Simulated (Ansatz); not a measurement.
Reaction (isomerisation): `C[SiH](N)[AlH2]` → `NC[SiH2][AlH2]`

Gas-phase electronic energies from Ansatz, PBE0-D4/def2-TZVP geometries. CBS: MP2 limit from def2 TZ/QZ plus the TZ coupled-cluster correction, frozen cores. DFT in def2-TZVPP. Each species was taken in one conformer, which may not be the lowest.

(1) Is it downhill or uphill in electronic energy at CCSD(T)/CBS, and by how much? (Estimate.)

(2) What do these levels give: PBE-D4, r2SCAN-D4, PBE0-D4, ωB97X-V, ωB97M-V, PBE, r2SCAN, PBE0, HF/def2-TZVPP, MP2/def2-TZVPP, SCS-MP2/def2-QZVPP, HF/CBS(def2)? (Estimate.)

Largest T1 diagnostic among the species: 0.011.

Answers

(1) Computed: Uphill: ΔE = +1.39 eV.

(2) Computed: PBE-D4 1.28, r2SCAN-D4 1.38, PBE0-D4 1.32, ωB97X-V 1.34, ωB97M-V 1.38, PBE 1.28, r2SCAN 1.38, PBE0 1.31, HF/def2-TZVPP 1.39, MP2/def2-TZVPP 1.43, SCS-MP2/def2-QZVPP 1.41, HF/CBS(def2) 1.39 eV.

From PBE to PBE0 (25 % exact exchange), in def2-TZVPP and without D4, ΔE moves by +0.04 eV.
